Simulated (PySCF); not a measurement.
**A search over the determinants of HgF**

Unrestricted PBE0; PySCF, scalar-relativistic core potentials, basis sets Hg cc-pVDZ-PP with ECP60, F cc-pVDZ. Outer shells of the fragments: Hg 5d10 6s2; F 2s2 2p5.

Followed along the bond (rough minima from three points):

```tsv
2Ms+1	unpaired	⟨S²⟩ at the start	R at minimum (Å)	Te (eV)
2	σ ↑	0.76	2.06	0.00
4	σ ↑, π ↑↑	3.75	none in the scan	≤ 6.68
```

Solutions found at the starting distance of 1.990 Å, counted from the lowest of them; the search is not exhaustive and high or unbound solutions are not listed, so other states can lie among these:

```
2Ms+1   unpaired   term  E (eV)  ⟨S²⟩  ⟨Lz²⟩  μ (D)
    2        σ ↑    ²Σ⁺    0.00  0.76   0.00  -2.56
    2        π ↑     ²Π    3.02  0.75   1.00   1.45
    2        π ↑     ²Π    5.07  0.81   1.01  -3.13
    4  σ ↑, π ↑↑  mixed    7.11  3.75   2.01   1.24
    4  σ ↑↑, π ↑     ⁴Π    7.20  3.76   1.03   0.01
    4  σ ↑, π ↑↑  mixed    7.24  3.75   2.01   1.35
    4  σ ↑↑, π ↑     ⁴Π    8.41  3.75   1.00   1.65
    4      σ ↑↑↑    ⁴Σ⁺    8.78  3.75   0.00   0.48
```

A term symbol is given only where ⟨S²⟩ and ⟨Lz²⟩ are close to those of a pure state; real π, δ and φ orbitals otherwise mix terms. A positive dipole means Hg(−)F(+).

Spin–orbit coupling is left out. Counting both spins, an empty level lies below a filled one in some of these solutions, because spin and occupation are held.
